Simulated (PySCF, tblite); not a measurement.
A set of runs on `O=C(C[SiH2]O)C(F)(F)F`; the geometry of each is named by its level. Settings lines and outputs come from a driver script.

Compound: C3H5F3O2Si.
Atom-mapped SMILES: `[O:1]=[C:2]([CH2:3][SiH2:4][OH:5])[C:6]([F:7])([F:8])[F:9]` (hydrogens: H10, H11 on C3; H12, H13 on Si4; H14 on O5)

Step 1: GFN2-xTB geometry optimisation, gas phase (tblite 0.8.0) (from a force-field or distance-geometry start)
```json
{"job": {"kind": "relax", "xc": "GFN2-xTB", "basis": "xTB"}, "charge": 0, "multiplicity": 1}
```
```
step      E/eV     max force
  0    -899.61394    3.210
  1    -899.85487    3.063
  2    -899.91229    1.372
...
102    -900.07093    0.016
103    -900.07096    0.017
104    -900.07100    0.016
105    -900.07106    0.016
106    -900.07108    0.008
```

Energy lowered by 10.5 kcal/mol over 106 steps; largest atomic force 0.008 eV/Å at the end. «max force» is the largest atomic force in eV/Å.

On an Arm Neoverse V1 with one thread (shared host), this took 0.72 s.

Step 2: GFN2-xTB harmonic vibrations, gas phase (tblite 0.8.0) (on the GFN2-xTB geometry)
```json
{"job": {"kind": "ir", "xc": "GFN2-xTB", "basis": "xTB"}, "charge": 0, "multiplicity": 1}
```
```
(table of modes left out)
```

36 modes from 18 to 3629 cm⁻¹ (unscaled, harmonic); zero-point energy 50.0 kcal/mol; all wavenumbers are real at this level.

Hardware: one thread, Arm Neoverse V1 (aarch64), shared host. Cost: 0.49 s wall.

Step 3: TDDFT B3LYP/def2-SVPD, vertical, gas phase, core orbitals frozen in the response (PySCF 2.14.0, density-fitted response routines) (on the GFN2-xTB geometry)
```json
{"job": {"kind": "uv", "xc": "B3LYP", "basis": "def2-SVPD", "nstates": 8, "ntriplets": 3}, "charge": 0, "multiplicity": 1}
```
```
...
Static polarisability (au): isotropic 70.922, principal 62.747 68.368 81.650
Singlet excitations
state   eV       nm        f      main configurations
  1   4.2962    288.6   0.00211   H->L 0.96
  2   6.1384    202.0   0.08215   H-1->L 0.91
  3   6.5538    189.2   0.06807   H-2->L 0.93
  4   7.0027    177.1   0.00216   H->L+1 0.97
  5   7.5220    164.8   0.00369   H->L+2 0.77, H-1->L+1 0.20
  6   7.6279    162.5   0.02059   H-1->L+1 0.66, H->L+2 0.16, H-3->L 0.11
  7   7.6968    161.1   0.04847   H-3->L 0.69, H-5->L 0.13
  8   8.0259    154.5   0.00591   H-2->L+1 0.73, H->L+3 0.20
Triplet excitations (Tamm-Dancoff, eV): 3.7204 5.0758 6.2192
```

HOMO -8.14 eV, LUMO -2.09 eV; lowest singlet 4.30 eV; lowest triplet 3.72 eV (Tamm–Dancoff); mean polarisability 70.9 au.

The run took 64 s wall on one thread of an Arm Neoverse V1, shared host, and the process peaked at 0.95 GiB of memory.

Geometry of the electronic-property runs (GFN2-xTB):
```
atom  x, y, z in Å
O1     0.5648    2.1724    0.2744
C2    -0.1164    1.2336   -0.0483
C3     0.1600    0.2509   -1.0869
Si4    1.3809   -1.1042   -0.3899
O5     0.6185   -2.1622    0.5515
C6    -1.4111    0.9371    0.7724
F7    -1.7674    1.9459    1.5599
F8    -2.4621    0.6443   -0.0084
F9    -1.2278   -0.1415    1.5719
H10    0.6846    0.7311   -1.9078
H11   -0.7402   -0.2374   -1.4479
H12    1.7590   -1.9212   -1.5303
H13    2.4501   -0.3838    0.2888
H14    0.1063   -1.9656    1.3336
```

 (This holds for the electronic-property runs.)

One conformer stands for the species.
